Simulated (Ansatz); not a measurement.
Ideal-gas functions of BrFH3NSi (`N[SiH](F)Br`) at 500 K and 1 bar, from an Ansatz frequency run at PBE0-D4/def2-TZVP.

Molar mass 144.02 g/mol, point group C1 (symmetry number 1), electronic degeneracy 1, moments of inertia 79.761, 242.398, 300.047 u Å². Harmonic wavenumbers (cm⁻¹, unscaled): 139, 225, 254, 311, 341, 437, 708, 844, 858, 898, 961, 1573, 2297, 3615, 3715.

Use S(trans) = R[1.5 ln M + 2.5 ln T − 1.1517]; rotational temperatures θ = 24.2544 K / I; S(rot) = R[ln(√π/σ · √(T³/θAθBθC)) + 1.5]; for each mode x = 1.438777 ν̃/T, S = R[x/(eˣ − 1) − ln(1 − e⁻ˣ)] and H = RT x/(eˣ − 1); 1 cm⁻¹ = 0.0119627 kJ/mol; R = 8.31446 J/(mol·K).

By hand: the entropy, in J/(mol·K).

Translation 181.6. Rotation: θ = 0.3041, 0.1001, 0.0808 K, giving 119.7. Vibration, mode by mode: 15.99, 12.07, 11.10, 9.51, 8.80, 6.94, 3.70, 2.72, 2.63, 2.41, 2.09, 0.50, 0.09, 0.00, 0.00, in all 78.5. Electronic 0.0. Sum 379.8 J/(mol·K).

By hand: H − E and G − E in kJ/mol, counted from the electronic energy.

Zero-point energy ½ × 17176 × 0.0119627 = 102.7; thermal vibration 21.3; translation, rotation and pV give 4 RT = 16.6. H − E = 140.6 kJ/mol, and G − E = 140.6 − 500 × 379.8/1000 = -49.3 kJ/mol.

Vibration gives 21 % of the entropy, 16.0 J/(mol·K) of it from the mode under 150 cm⁻¹: soft modes count most, and the harmonic formula is weakest for them. The sum counts one conformer and one mirror image; others add a mixing term.
